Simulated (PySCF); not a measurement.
# Basis-set dependence of SiI⁺ at r²SCAN

PySCF, UKS reference; singlet, unpaired electrons none; De to Si⁺ + I without counterpoise correction.

```csv
basis,relativity,functions,Re (Å),ωe (cm⁻¹),De (eV),μ (D)
cc-pV(D+d)Z/cc-pVDZ-PP,scalar-relativistic core potentials,46,2.338,446,4.30,-4.79
x2c-SVPall,spin-free X2C,54,2.337,447,4.30,-4.76
def2-SVPD,scalar-relativistic core potentials,59,2.339,443,4.30,-4.62
def2-TZVPPD,scalar-relativistic core potentials,107,2.324,448,4.42,-4.53
```

**Question.** How does each smaller set differ from the one with most functions, def2-TZVPPD?

**Answer.** cc-pV(D+d)Z/cc-pVDZ-PP: +1.4 pm, -0.4 % in ωe, -0.12 eV in De; x2c-SVPall: +1.3 pm, -0.2 % in ωe, -0.12 eV in De; def2-SVPD: +1.5 pm, -1.1 % in ωe, -0.12 eV in De. All at r²SCAN; the set with most functions is neither the basis-set limit nor always the best. The rows treat relativity differently, so the differences are not basis effects alone.

A positive dipole points towards I; it is taken about the centre of mass and depends on that origin. Spin–orbit coupling is left out, which matters for elements this heavy, above all for dissociation energies. For an ion De counts to the pair picked by the measured ionisation energies or electron affinities, which need not be the lowest pair at this level.
